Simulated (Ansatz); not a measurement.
GeTe, charge +1, doublet, geometry from GFN2-xTB (a state made from the parent by changing its charge; the spin is typed, not shown lowest) (core potentials on Te); PBE/def2-TZVP in Ansatz (a quantum-chemistry and plane-wave program).

The Ansatz input:
Ansatz 0.2 input:
```yaml
crystal:
  periodic: [false, false, false]
  atoms:
    - {symbol: Ge, position_ang: [-0.00000000, -0.00000000, -1.55418152]}
    - {symbol: Te, position_ang: [0.00000000, 0.00000000, 0.95641940]}
basis:
  gaussian:
    orbitals: def2-TZVP
hamiltonian:
  xc: pbe
total_charge: 1
magnetization: {spin_polarized: true, initial_magnetization: 1}
```

It wrote (shortened):

```
Functional definition: PBE
744 factors; their error is unknown
mean field evaluation 1: about -63792.7699 eV, gradient 2.0e1 eV
mean field evaluation 2: about -63762.5610 eV, gradient 6.0e1 eV
mean field evaluation 4: about -63794.8951 eV, gradient 5.8e0 eV
mean field evaluation 8: about -63795.0712 eV, gradient 3.9e-2 eV
mean field evaluation 16: about -63794.9332 eV, gradient 1.5e-4 eV
mean field evaluation 32: about -63794.3767 eV, gradient 2.0e-4 eV
mean field evaluation 64: about -63794.4229 eV, gradient 7.2e-1 eV
mean field evaluation 96: about -63791.1771 eV, gradient 3.4e-1 eV
mean field -63794.93315357 eV, -2344.4205516348 hartree, gradient 1.2e-5 eV, S^2 0.755851; 10 other end points of the search recorded, 0 dependent functions left out
reference -63794.93318317 eV, -2344.4205527226 hartree; 28, 27 occupied and 70, 71 virtual orbitals, 744 factors
Total energy: -63794.93318317 eV, -2344.4205527226 hartree
```
